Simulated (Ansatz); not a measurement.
The same ligand exchange along the group C, Si, Sn.

Gas-phase electronic energies from Ansatz, PBE0-D4/def2-TZVP geometries. CCSD(T)/CBS is the MP2 limit (def2-TZVPP, def2-QZVPP) plus CCSD(T) − MP2 in def2-TZVPP, frozen cores. This one scheme is used for every species. Functionals use def2-TZVPP. def2 core potentials past Kr. For Sn outer-core shells are correlated without core-valence functions, which leaves a few kJ/mol of doubt a bond. Each species was taken in one conformer, which may not be the lowest.

| reaction | CCSD(T)/CBS(def2) (kJ/mol) |
| --- | --- |
| `OC(O)(O)O` + H–F → `OC(O)(O)F` + H₂O | 6 |
| orthosilicic acid + H–F → `O[Si](O)(O)F` + H₂O | ? |
| `[OH][Sn]([OH])([OH])[OH]` + H–F → `[OH][Sn]([OH])([OH])[F]` + H₂O | -25 |

Question: Fill in the missing values. (Estimate.)

Answer: Ansatz gave: orthosilicic acid + H–F → `O[Si](O)(O)F` + H₂O: -39.4 kJ/mol.

Largest T1 diagnostic: 0.015, for `[OH][Sn]([OH])([OH])[F]`.
